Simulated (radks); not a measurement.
Valence configurations of the copper ion Cu+ (all share [Ar]). Method: non-relativistic Kohn-Sham, LDA (Slater exchange, Perdew-Wang correlation), spin-unpolarised, spherical densities, point nucleus; computed with a radial shooting solver on a logarithmic mesh with Libxc functionals. Energies are relative to 3d10; eigenvalues in eV.

[
 {"valence": "3d10", "E (eV)": "0.000", "e(3d)": "-14.100", "e(4p)": "-", "e(4s)": "-"},
 {"valence": "3d9.5 4s0.5", "E (eV)": "1.531", "e(3d)": "-16.659", "e(4p)": "-", "e(4s)": "-12.753"},
 {"valence": "3d9 4s1", "E (eV)": "3.955", "e(3d)": "-19.501", "e(4p)": "-", "e(4s)": "-13.666"},
 {"valence": "3d9.5 4p0.5", "E (eV)": "4.293", "e(3d)": "-17.489", "e(4p)": "-7.756", "e(4s)": "-"},
 {"valence": "3d8.5 4s1.5", "E (eV)": "7.411", "e(3d)": "-22.618", "e(4p)": "-", "e(4s)": "-14.584"},
 {"valence": "3d9 4p1", "E (eV)": "9.803", "e(3d)": "-21.113", "e(4p)": "-8.752", "e(4s)": "-"},
 {"valence": "3d8 4s1 4p1", "E (eV)": "18.499", "e(3d)": "-27.547", "e(4p)": "-9.884", "e(4s)": "-16.430"},
 {"valence": "3d8 4p2", "E (eV)": "25.124", "e(3d)": "-29.011", "e(4p)": "-10.566", "e(4s)": "-"},
 {"valence": "3d7 4s1 4p2", "E (eV)": "39.592", "e(3d)": "-36.332", "e(4p)": "-11.674", "e(4s)": "-18.996"}
]

NIST lists [Ar] 3d10 as the ground configuration; this level of theory agrees among the configurations tried. The energies are those of spherical spin-averaged densities, not of single terms.
